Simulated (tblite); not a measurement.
C7H11NOSi.
Atom-mapped SMILES: `[O:1]=[CH:2][NH:3][C:4]1=[CH:5][SiH2:6][C@H:7]2[CH2:8][C@@H:9]1[CH2:10]2` (hydrogens: H11 on C2; H12 on N3; H13 on C5; H14, H15 on Si6; H16 on C7; H17, H18 on C8; H19 on C9; H20, H21 on C10)

A start from a force field or distance geometry was refined with GFN2-xTB geometry optimisation, gas phase in tblite 0.8.0. Values at the start:

```tsv
coordinate	start
O1=C2	1.230 Å
C2–N3	1.357 Å
C2–H11	1.103 Å
N3–C4	1.389 Å
N3–H12	1.010 Å
C4=C5	1.335 Å
C4–C9	1.531 Å
C5–Si6	1.869 Å
C5–H13	1.079 Å
Si6–C7	2.000 Å
Si6–H14	1.478 Å
C7–C8	1.559 Å
C7–H16	1.099 Å
C8–C9	1.564 Å
C8–H17	1.097 Å
C8–H18	1.104 Å
O1–C2–N3	130.3°
N3–C4–C9	121.1°
C4–C5–Si6	122.4°
C4–C9–C8	114.8°
C5–C4–C9	119.8°
Si6–C7–C8	109.3°
C8–C7–C10	85.6°
C8–C9–C10	85.0°
Si6–C7–C8–C9	80°
Si6–C7–C10–C9	-80°
C7–C8–C9–C10	29°
C8–C9–C10–C7	-29°
```

Q: How do these coordinates change at the GFN2-xTB level?

A: 
```tsv
coordinate	GFN2-xTB (Å or °)	change
Si6–C7	1.896	-0.104
C4–C9	1.498	-0.033
O1=C2	1.204	-0.026
C8–C9	1.541	-0.023
C7–C8	1.536	-0.023
C8–H18	1.089	-0.015
N3–C4	1.402	+0.013
Si6–H14	1.467	-0.011
C7–H16	1.089	-0.010
C8–H17	1.089	-0.008
C2–H11	1.109	+0.006
C4=C5	1.340	+0.005
C5–Si6	1.873	+0.004
C5–H13	1.082	+0.003
N3–H12	1.012	+0.002
C2–N3	1.356	-0.001
C4–C9–C8	111.1	-3.7
C4–C5–Si6	119.2	-3.2
C8–C9–C10	87.3	+2.3
C8–C7–C10	87.7	+2.1
O1–C2–N3	128.3	-2.0
Si6–C7–C8	107.6	-1.7
N3–C4–C9	119.6	-1.5
C5–C4–C9	121.2	+1.4
C7–C8–C9–C10	23	-6
C8–C9–C10–C7	-23	+6
Si6–C7–C10–C9	-85	-5
Si6–C7–C8–C9	85	+5
```

The energy falls by 35.8 kJ/mol over 32 L-BFGS steps, the largest force on an atom goes from 1.92 to 0.010 eV/Å, and the atoms move by 0.090 Å rms after alignment. The bond that changes most is Si6–C7 (SiH2 silicon to sp3 carbon bound to silicon), which shortens by 0.104 Å. Bonds longer at the end by more than 0.005 Å: 3 of 22; shorter: 14. Rotational constants go from 2229, 809.1, 658.1 to 2394, 819.2, 678.5 MHz.

The run took 1.0 s on Intel Xeon at 2.50 GHz, one thread, on a shared host.

Its GFN2-xTB frequencies are all real (lowest 42 cm⁻¹). The numbers are those of one conformer.

These are computed values.
